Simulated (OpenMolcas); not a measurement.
**As3+: RASPT2 settings compared**

```
Program             : OpenMolcas
Basis               : ANO-R3 [7s6p5d3f2g]
Scalar Hamiltonian  : X2C, finite nucleus
Active space        : 2 electrons in 9 orbitals (RAS2 4s 4p; RAS3 4d, at most 2 electrons)
State averaging     : 2S+1 = 3 even, 3 roots; 2S+1 = 1 even, 6 roots; 2S+1 = 3 odd, 3 roots; 2S+1 = 1 odd, 3 roots
Spin-orbit coupling : state interaction with AMFI integrals over the reference wave functions, term energies averaged over their components
```

Methods on the same reference wave functions:
A. RASSCF
B. SS-RASPT2, IPEA 0.2 Eh, no level shift (closed shells correlated: 3s 3p 3d)
C. SS-RASPT2, IPEA 0.1 Eh, sigma1 regulariser 0.1 Eh (closed shells correlated: none)
D. SS-RASPT2, IPEA 0.3 Eh, imaginary shift 0.25 Eh (closed shells correlated: 3s 3p 3d)

Energies in cm⁻¹ above 4s² ¹S₀, the measured ground level; measured values from Moore, Atomic Energy Levels, vol. II, NSRDS-NBS 35 (1971 reprint of NBS Circular 467, 1952).

| Level | A | B | C | D | Measured |
| --- | --- | --- | --- | --- | --- |
| 4s² ¹S₀ | 0.0 | 0.0 | 0.0 | 0.0 | 0.0 |
| 4s 4p ³P°₀ | 71661 | 75591 | 72682 | 75607 |  |
| 4s 4p ³P°₁ | 72657 | 76581 | 73677 | 76597 | 76962 |
| 4s 4p ³P°₂ | 74794 | 78725 | 75816 | 78741 | 79492 |
| 4s 4p ¹P°₁ | 112652 | 111481 | 112276 | 111529 | 112022 |

Deviations, from unrounded energies. A percentage is the sum of absolute deviations over the sum of measured energies, with the sign that they share, or ± where signs differ.

```csv
Against measurement,Levels,A,B,C,D
mean absolute deviation (cm-1),3,3200,560,2400,540
other configurations (%),3,±3.6,-0.6,±2.7,-0.6
```

B, D lie about equally close to measurement and A furthest from it. The largest miss of D in the table is 4s 4p ³P°₂, by -750 cm-1. The ranking rests on the paired levels alone, and a cruder setting can come out closer through cancelling errors.

Among B to D the level of the table that moves most is 4s 4p ³P°₀, by 2900 cm-1 (lowest in C, highest in D).

The lowest spin-free term lies below A's lowest term by 0.836 hartree in B, 0.006 hartree in C, 0.836 hartree in D.

Active for correlation alone: 4d; no level in the range computed is led by a configuration that fills it, so any true level of that kind is missing. Measured partners are found by configuration, term and J. A level has none where our copy of the source lacks it or the pairing is in doubt (some pairs that miss far off the trend of their configuration count as doubtful), and it then counts in no deviation. Only configurations of the active space appear. The table leaves out levels that lie high or whose names do not pair safely across all columns.

° marks odd parity.
